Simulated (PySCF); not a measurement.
Niobium: a sound run and one with changed settings

Sound run: Nb²⁺ [Kr] 4d3, Nb³⁺ [Kr] 4d2. Computed with PySCF 2.14 in def2-TZVP with the def2 core potential (28 electrons) (6s4p3d1f, 40 functions), with a scalar-relativistic core potential. The sound run starts from symmetry-adapted Hartree-Fock orbitals and uses a fine grid where one is needed.

Changed run: basis STO-3G, all-electron and non-relativistic. This setting is unsound on purpose.

| species | method | sound run (hartree) | changed run (hartree) | converged |
| --- | --- | --- | --- | --- |
| Nb²⁺ | UHF | -55.62675 | -3715.35878 | yes |
| Nb²⁺ | PBE | -56.04257 | -3716.36981 | yes |
| Nb²⁺ | r2SCAN | -56.07149 | -3716.98279 | yes |
| Nb³⁺ | UHF | -54.73536 | -3714.48462 | yes |
| Nb³⁺ | PBE | -55.10933 | -3715.45282 | yes |
| Nb³⁺ | r2SCAN | -55.13936 | -3716.06442 | yes |

Ionisation energy of Nb²⁺:

```json
{"method": "UHF", "sound run (eV)": "24.256", "changed run (eV)": "23.787"}
{"method": "PBE", "sound run (eV)": "25.395", "changed run (eV)": "24.953"}
{"method": "r2SCAN", "sound run (eV)": "25.365", "changed run (eV)": "24.990"}
```

A minimal basis cannot let orbitals breathe on ionisation and holds almost no correlation. The Hamiltonian changed with the basis, so the totals do not compare.

For comparison, NIST gives 25.04 eV between the lowest levels.
